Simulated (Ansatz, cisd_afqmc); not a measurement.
Species: CH$_{3}$Be, charge 1, singlet. CH3Be+ (SMILES [Be+][CH3]).
B3LYP-D3(BJ)/def2-TZVP minimum from Ansatz (an electronic-structure program):
```xyz
5

Be    -0.8799    -0.5103    -0.6899
C      0.3054     0.1771     0.2394
H      0.8533    -0.6116     0.7637
H     -0.1548     0.8538     0.9657
H      0.9889     0.7364    -0.4064
```
Charge +1, spin multiplicity 1.

Total energies in def2-SVP, 8 correlated electrons, 2 frozen orbitals. Radicals and triplets start from unrestricted determinants; spin-orbit coupling is neglected. Correlated methods leave the cores frozen. No relativity. The Monte Carlo rows (phaseless AFQMC, CISD trial, step 0.005/hartree) carry one-sigma bars that omit the constraint's bias. Outlying blocks are dropped, and bars are widened where a walk drifts. Over all cases where full CI ran beside it in this data, AFQMC minus full CI had a median of +0.1 mEh and passed +0.4 mEh in a tenth of the cases. The spin of CH3Be+ ([Be+][CH3], singlet) was assumed, and the state is the lowest solution found for it.

| method | program | energy (Eh) | minus CCSDTQ (mEh) |
|---|---|---|---|
| HF | Ansatz | -53.87246 | 189.73 |
| MP2 | Ansatz | -54.03665 | 25.54 |
| CCSD | Ansatz | -54.05655 | 5.63 |
| CCSD(T) | Ansatz | -54.06148 | 0.71 |
| CCSDT(Q) | Ansatz | -54.06221 | -0.02 |
| CCSDTQ | Ansatz | -54.06219 | 0.00 |
| AFQMC/CISD | cisd_afqmc | -54.0626 ± 0.0003 | -0.4 ± 0.3 |

Rough core times of Ansatz's runs on a shared machine: CCSD(T) under 20 s, CCSDT(Q) under 20 s, CCSDTQ 2 min.
